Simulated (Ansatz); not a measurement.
Job for Ansatz (a quantum-chemistry and plane-wave program): R-revPBE/def2-TZVPPD on HCl (SMILES Cl). Files ending in .json are basis or fitting sets from the Basis Set Exchange.

Ansatz 0.2 input:
```yaml
crystal:
  periodic: [false, false, false]
  atoms:
    - {symbol: Cl, position_ang: [0.24084967, 0.21108879, 0.53839579]}
    - {symbol: H, position_ang: [0.54917045, 0.09146556, 1.79286712]}
basis:
  gaussian:
    orbitals: def2-TZVPPD.json
hamiltonian:
  xc: {name: revPBE}
scf: {lower_state_search: off}
```

The head of its log:

```
WARN ansatz: RAYON_NUM_THREADS=2 ignored (pool sized by the plan → 2); use --threads N
Functional definition: revPBE
these checks for a lower state are left out or cut short: stability, starts, cluster_reference, orbital_swaps, neighbouring_geometries, increment
integrals: 0.01 GiB planned
383 factors; their error is unknown
mean field: 0.12 GiB planned
mean field evaluation 1: about -12536.9907 eV, gradient 1.1e1 eV
mean field evaluation 2: about -12536.9491 eV, gradient 1.4e1 eV
```

### Question
Give the final energy of this run.

### Answer
-460.7376 hartree.
